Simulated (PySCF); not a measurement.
# ZrSF₂: breathing scan

Method: PBE0 in PySCF with Zr def2-SVP with ECP28, S def2-SVP, F def2-SVP; scalar-relativistic core potentials, no spin–orbit coupling; density-fitted integrals.

Rigid scan from the singlet minimum (Zr–F 1.912 Å (×2), Zr–S 2.207 Å; F–Zr–F 119.3°, F–Zr–S 112.8° (×2)). Coordinate: all bonds to the central atom scaled together. Energies in kJ/mol from the minimum.

```tsv
scale of all bonds to the centre	E (kJ/mol)	dipole size (D)
0.88	361.0	4.52
0.92	141.6	4.53
0.96	31.3	4.54
1.00	0.0	4.54
1.04	24.7	4.54
1.08	88.2	4.53
1.14	228.9	4.51
1.22	458.4	4.49
1.35	847.2	4.57
```

At long bonds a restricted determinant can lie too high, and another spin state can fall below this curve.

Other isomers or separated fragments may lie lower.
